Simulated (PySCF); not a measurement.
C4H5NSi. Atoms are numbered in the order given.

```xyz
11

C      2.6172    -0.3023    -0.7853
C      1.5350    -0.2475    -0.2323
Si    -0.0971    -0.1538     0.6004
N     -0.8024    -1.7237     0.5741
C     -1.0638     1.1558    -0.2674
C     -1.7306     2.0061    -0.8287
H      3.5751    -0.3507    -1.2725
H      0.0505     0.2631     2.0207
H     -0.8591    -2.2222    -0.3075
H     -1.6224    -1.9025     1.1436
H     -2.3152     2.7594    -1.3265
```

The structure is a stationary point at PBE0-D3(BJ)/def2-SVP. The structure was generated by enumeration, and PubChem lists no compound with its InChIKey, so it may never have been made. Other conformers were not sampled.

Calculation: PBE/pcSseg-1 (PySCF).

GIAO shieldings, no solvent; atoms listed in one row are averaged. δ = σ(ref) − σ: ¹³C against TMS (σ = 182.0 ppm); ²⁹Si against TMS (σ = 335.4 ppm); ¹⁵N against NH3 (σ = 267.0 ppm); ¹H against TMS (σ = 31.49 ppm), references at their B3LYP-D3(BJ)/def2-TZVP geometries, non-relativistic.

Computed chemical shifts:
```
nucleus    atoms  count  δ (ppm)
-------  -------  -----  -------
¹³C       C1, C6      2     98.8
¹³C           C5      1     90.7
¹³C           C2      1     86.6
²⁹Si         Si3      1    -73.4
¹⁵N           N4      1     26.0
¹H            H8      1     5.22
¹H           H11      1     2.52
¹H            H7      1     2.43
¹H       H9, H10      2     0.70
```
